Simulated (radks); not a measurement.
Results of a calculation; reference values are marked as such.
Task: The mean radii <r> (bohr) of the occupied orbitals of an atom or ion are listed with their occupations. Level of theory: scalar-relativistic Kohn-Sham, PBEsol, spin-polarised, spherical densities, finite nucleus; Fermi nuclear charge, rms radius of each element as measured or else 0.836 A^(1/3) + 0.57 fm (a radial shooting solver on a logarithmic mesh with Libxc functionals).

| orbital | occ. | <r> |
|---|---|---|
| 1s up | 1 | 0.04410 |
| 1s down | 1 | 0.04410 |
| 2s up | 1 | 0.1960 |
| 2s down | 1 | 0.1960 |
| 2p up | 3 | 0.1712 |
| 2p down | 3 | 0.1711 |
| 3s up | 1 | 0.5671 |
| 3s down | 1 | 0.5676 |
| 3p up | 3 | 0.5781 |
| 3p down | 3 | 0.5789 |
| 3d up | 5 | 0.5910 |
| 3d down | 4 | 0.5930 |

Name the element and its charge. Open shells, if any, are filled with parallel spins first.

Result: Z = 34, selenium, charge +7: Se7+ in [Ar] 3d9. The 1s radius gives Z: for a bare nucleus <r> = (2 gamma + 1)/(2Z) with gamma = sqrt(1 - (Z/c)^2), 0.0432 bohr for Z = 34, and screening makes it slightly larger (0.04410 here). The occupations add up to 27, and the charge is Z minus that.
